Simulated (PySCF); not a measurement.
Compound: methyldichlorosilane, CH₄Cl₂Si.
SMILES with atom numbers: `[CH3:1][SiH:2]([Cl:3])[Cl:4]` (hydrogens: H5, H6, H7 on C1; H8 on Si2)

Computed with EOM-IP-CCSD/aug-cc-pVDZ in PySCF, restricted Hartree–Fock reference, 16 core orbitals frozen, non-relativistic, gas phase, PBE0-D3(BJ)/def2-SVP geometry.

The vertical ionisation energies are 11.22, 11.58, 11.97, 12.02, 13.46, 13.67, 13.71, 15.10 eV.

Question: Which Hartree–Fock orbital leads each hole, and what is its Koopmans value −ε?

Answer: 
| leading hole (HF orbital) | Koopmans (eV) | EOM-IP-CCSD (eV) | change (eV) | one-hole share |
| --- | --- | --- | --- | --- |
| HOMO | 12.08 | 11.22 | -0.86 | 0.95 |
| HOMO-1 | 12.46 | 11.58 | -0.88 | 0.95 |
| HOMO-2 | 12.88 | 11.97 | -0.91 | 0.95 |
| HOMO-3 | 12.89 | 12.02 | -0.87 | 0.95 |
| HOMO-4 | 14.46 | 13.46 | -1.00 | 0.95 |
| HOMO-5 | 14.61 | 13.67 | -0.94 | 0.95 |
| HOMO-6 | 14.62 | 13.71 | -0.91 | 0.95 |
| HOMO-7 | 16.10 | 15.10 | -1.00 | 0.95 |

Question: Does the order of the lines follow the orbital energies?

Answer: Yes, no two lines change places. The corrections run from -1.00 to -0.86 eV, with a mean of -0.92 eV over the 8 lines; no line lies above its Koopmans value. Koopmans values leave out both the relaxation of the orbitals and the change in correlation energy.

Question: At what kinetic energies would He II light (40.81 eV) eject these electrons?

Answer: 29.59 eV (HOMO), 29.23 eV (HOMO-1), 28.84 eV (HOMO-2), 28.79 eV (HOMO-3), 27.35 eV (HOMO-4), 27.14 eV (HOMO-5), 27.10 eV (HOMO-6), 25.71 eV (HOMO-7).

Question: What total energy has the lowest final state, and which wavelength reaches it?

Answer: E(CCSD) + ionisation energy = -1248.85886 + 0.41238 = -1248.44648 Eh, at the geometry of the initial state. The threshold wavelength is 1239.84 eV nm/11.22 eV = 110.5 nm.

Lines less than 0.15 eV apart could change places at a higher level. One root was sought for each valence orbital with −ε under 21 eV, eight at most, so deeper holes and satellites are missing; no vibrational structure.

Time: 1.9 min; peak memory 1.9 GiB. Hardware: one thread of an Arm Neoverse V2, shared host with 96 logical CPUs at a one-minute load of 62.
